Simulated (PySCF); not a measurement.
# Cr (chromium, neutral) across methods

[Ar] 3d5 4p1, high-spin 7P determinant (an excited configuration). Calculation: PySCF 2.14, in aug-cc-pVTZ (8s7p5d3f2g, 93 functions); the non-relativistic Hamiltonian (point nucleus).

```tsv
method	E (hartree)	mean ε 3p β (eV)	mean ε 3d α (eV)	mean ε 4p α (eV)	Σ⟨r²⟩ (bohr²)	⟨S²⟩
PBE0	-1044.140	-45.517	-6.954	-2.475	49.86	12.000
LDA	-1042.087	-43.284	-5.518	-2.159	48.48	12.000
PBE	-1044.109	-42.907	-5.128	-2.060	49.58	12.000
UHF	-1043.26038	-51.802	-12.005	-3.360	54.37	12.000
```
